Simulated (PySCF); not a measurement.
# Orbital energies and ionisation energy

Compound: C₇H₁₃BO₂.
Geometry (PBE0-D3(BJ)/def2-SVP, Å), atoms numbered from 1 in this order:
```
atom  x, y, z in Å
C1    -1.6086   -1.9724   -0.2521
C2    -1.8003   -0.6602   -0.4465
C3    -3.0400    0.0366    0.0329
C4    -0.7867    0.2087   -1.1478
B5    -0.1239    1.2297   -0.1351
O6    -0.6095    2.4981   -0.0617
O7     0.9010    0.9173    0.7159
C8     1.4557   -0.3565    0.7813
C9     2.5363   -0.7269   -0.1846
C10    2.8614   -0.4499    1.2604
H11   -0.7135   -2.4783   -0.6253
H12   -2.3478   -2.5836    0.2733
H13   -2.7940    0.8764    0.7035
H14   -3.7177   -0.6487    0.5605
H15   -3.5853    0.4790   -0.8179
H16   -1.2872    0.7936   -1.9377
H17   -0.0155   -0.4181   -1.6206
H18   -0.1471    3.0028    0.6184
H19    0.7448   -1.1328    1.0842
H20    2.5795   -1.7554   -0.5532
H21    2.8233    0.0339   -0.9154
H22    3.3540    0.4992    1.4860
H23    3.1409   -1.2812    1.9121
```

Level: CAM-B3LYP/def2-SVPD (PySCF). Frontier orbitals with their largest atomic shares (Löwdin; up to four atoms above 4 %):

| orbital | ε (eV) | main atoms |
| --- | --- | --- |
| HOMO−3 | -10.87 | C4 21 %, C2 17 %, C1 12 %, C3 10 % |
| HOMO−2 | -9.82 | C10 28 %, O7 19 %, C8 15 %, C9 15 % |
| HOMO−1 | -9.27 | O7 26 %, C9 23 %, C8 22 %, C10 9 % |
| HOMO | -8.20 | ? |
| LUMO | 0.86 | B5 38 %, O6 17 %, H18 9 %, O7 8 % |
| LUMO+1 | 1.25 | C2 21 %, C1 20 %, C4 8 %, H11 7 % |
| LUMO+2 | 1.53 | C1 15 %, H19 10 %, H20 10 %, H11 10 % |

Question: What vertical ionisation energy does ΔSCF give, and how far is −ε(HOMO) from it?

Answer: ΔSCF: 8.89 eV (858 kJ/mol; threshold wavelength 139 nm); ⟨S²⟩ of the doublet left behind is 0.755, against 0.75 for a pure doublet. −ε(HOMO) is 8.20 eV, 0.69 eV below it. In exact Kohn–Sham theory the two would be equal; CAM-B3LYP (range-separated hybrid) falls short of its own ΔSCF value by 8 %. Holes in the HOMO−1 and HOMO−2 were tried too where these lie within 1.2 eV of the HOMO; the lowest converged state counts.

Question: On which atoms does the HOMO lie?

Answer: C1 (terminal =CH2 carbon) 36 %, C2 (fully substituted alkene carbon) 28 %, C4 (sp3 carbon bound to boron) 8 %, C3 (allylic carbon) 5 %, so no atom holds as much as 40 %. The HOMO−1 lies 1.07 eV lower.

Question: How many of the 10 lowest singlet excitations (vertical TDDFT, same level) lie below the ionisation energy?

Answer: All 10; they run from 6.50 to 8.12 eV.

Question: What total energies stand behind the ΔSCF value?

Answer: E(N) = -449.40168 Eh and E(N − 1) = -449.07482 Eh at the same geometry, 0.32686 Eh apart.

Question: What kinetic energy would electrons from this vertical process carry with He I light (21.218 eV)?

Answer: 21.22 − 8.89 = 12.33 eV.

Geometry: PBE0-D3(BJ)/def2-SVP, one conformer, isolated molecule.

The run behind these numbers computed excited states and ΔSCF ions as well. Hardware: Arm Neoverse V2, one thread, shared host. Cost: 10 min of wall time.
